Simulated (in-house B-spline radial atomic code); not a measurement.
## In⁸⁺: [Ar] 3d10 4s2 4p5 4d5 6f1 (an excited or competing configuration)

Computed with a radial B-spline atomic code at the basis-set limit: Dirac-Hartree-Fock, average of configuration, Fermi nucleus of rms radius 4.6156 fm.

Z_r = [3n² - l(l+1)]/(2<r>); Z_e = n√(-2ε); the last column is Slater's effective charge. Values are occupation-weighted means over j. An effective charge above Z reflects the relativistic contraction of the inner shells.

```
shell  electrons   ε (eV)  <r> (bohr)    Z_r    Z_e  Slater
   1s          2   -28271     0.02971  50.50  45.58   48.70
   2s          2  -4464.8      0.1279  46.91  36.23   44.85
   2p          6  -4021.5       0.112  44.64  34.38   44.85
   3s          2  -1017.5      0.3458  39.04  25.94   37.75
   3p          6     -868      0.3448  36.25  23.96   37.75
   3d         10  -634.96      0.3224  32.57  20.49   27.85
   4s          2  -290.93      0.8161  29.41  18.50   21.60
   4p          5  -242.39      0.8644  26.61  16.88   21.60
   4d          5  -169.83      0.9673  21.71  14.13   12.60
   6f          1  -35.568       4.478  10.72   9.70    9.00
```

The least bound orbital is 6f7/2 at -35.56 eV, and it is also the most diffuse (<r> = 4.479 bohr).

Spin-orbit splittings of the orbital energies (j = l + 1/2 above j = l - 1/2 when positive): 2p 211.9 eV, 3p 39.6 eV, 3d 7.999 eV, 4p 7.846 eV, 4d 1.258 eV, 6f 0.01814 eV.

For the 1s electron the small component carries 3.23 % of the norm, the zero-frequency Breit interaction raises the level by 63.47 eV, self-energy by 35.79 eV, and vacuum polarisation lowers it by 4.637 eV.
